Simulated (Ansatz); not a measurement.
Computed with Ansatz on PBE0-D4/def2-TZVP structures; ΔE is electronic, products minus reactants. CCSD(T)/CBS is the MP2 limit (def2-TZVPP, def2-QZVPP) plus CCSD(T) − MP2 in def2-TZVPP, frozen cores. Functionals use def2-TZVPP. For Ge outer-core shells are correlated without core-valence functions, which leaves a few kJ/mol of doubt a bond. Scalar relativity is left out up to krypton. One conformer a species, not always the lowest.

Reaction (ligand exchange at the Si–C bond): `[F][GeH2][CH2][SiH3]` + `OC([SiH3])S` → `[SiH3]OC([SiH3])S` + `[CH3][GeH2][F]`

(1) Is it downhill or uphill in electronic energy at CCSD(T)/CBS, and by how much? (Estimate.)

(2) What do these levels give: PBE0-D4, ωB97M-V, B2PLYP, HF/def2-QZVPP, SCS-MP2/def2-QZVPP, MP2/CBS(def2)? (An estimate is asked.)

Largest T1 diagnostic among the species: 0.012.

## Answers

(1) Computed: Downhill: ΔE = -1.02 eV.

(2) The calculation gave: PBE0-D4 -0.97, ωB97M-V -1.03, B2PLYP -1.08, HF/def2-QZVPP -1.18, SCS-MP2/def2-QZVPP -1.08, MP2/CBS(def2) -1.06 eV.

In def2-TZVPP, CCSD(T) changes the Hartree–Fock value by +0.13 eV (the triples alone add +0.01 eV) and MP2 by +0.10 eV.
